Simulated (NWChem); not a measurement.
**Basis-set convergence for H3NSn**

```xyz
5

Sn    -0.2501     0.2128     0.0000
H      1.0320     1.4896     0.0000
N      1.1864    -1.2535     0.0000
H      2.1987    -1.0982     0.0000
H      0.9686    -2.2544     0.0000
```
Charge 0, spin multiplicity 1.

Everything below was run with NWChem. The geometry was optimised at PBE/def2-SVP with def2 effective core potentials on Sn, a minimum by its harmonic frequencies. It is one conformer; others weren't searched.

Quantity: LUMO energy at the level PBE0.

Effective core potentials replace the inner electrons of Sn; spin-orbit coupling is left out. The structure started from a generated list of species.

The cost column gives rough processor time relative to def2-SVP; each entry includes its own SCF.

```
basis       functions  LUMO energy (eV)  relative cost
----------  ---------  ----------------  -------------
def2-SVP           55             -1.86              1
def2-SVPD          76             -2.03        under 3
def2-TZVP          99             -2.01        under 3
def2-TZVPD        120             -2.07              3
def2-TZVPP        123             -2.02              3
def2-QZVP         229             -2.06             70
```

Smallest basis within 0.1 eV of def2-QZVP, the largest set run: def2-SVPD, with 76 functions against 229 and about 2 % of the time (also within reach: def2-TZVP, def2-TZVPD, def2-TZVPP). def2-QZVP isn't the basis-set limit itself, and a small set can land close by cancellation.
